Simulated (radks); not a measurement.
Results of a calculation; reference values are marked as such.
Initial-state core-level shifts of the cerium ion Ce+ when its valence configuration changes from [Xe] 4f1 5d2. Level of theory: Dirac Kohn-Sham, PBE, spin-unpolarised, spherical densities, finite nucleus; open shells fill j = l - 1/2 first; Fermi nuclear charge, rms radius 4.8771 fm (a radial shooting solver on a logarithmic mesh with Libxc functionals). Shifts are changes of the shell-averaged eigenvalues in eV (positive: less bound); the change of the density at the nucleus, which sets a Mossbauer isomer shift, is in e/bohr^3, on a base of 3.829e+05.

| valence | 2p | 3d | 4d | 5p | density at nucleus |
|---|---|---|---|---|---|
| 5d2 6s1 | -10.207 | -11.495 | -9.935 | -4.648 | +51.98 |
| 4f0.5 5d2 6p0.5 | -5.337 | -5.948 | -5.248 | -2.732 | +13.46 |
| 4f2 6s1 | +4.358 | +5.377 | +4.407 | +0.616 | +2.93 |
| 5d2 6p1 | -11.148 | -12.443 | -10.879 | -5.561 | +28.68 |
| 4f1 5d1 6s1 | -2.211 | -2.190 | -2.177 | -1.950 | +24.78 |
| 5d1.5 6s1.5 | -11.540 | -12.817 | -11.226 | -5.745 | +67.69 |
| 4f0.5 5d2.5 | -3.719 | -4.334 | -3.647 | -1.269 | +11.68 |
| 4f1 6s2 | -4.686 | -4.634 | -4.587 | -4.033 | +54.38 |
| 4f2 6p1 | +3.404 | +4.431 | +3.452 | -0.337 | -16.25 |
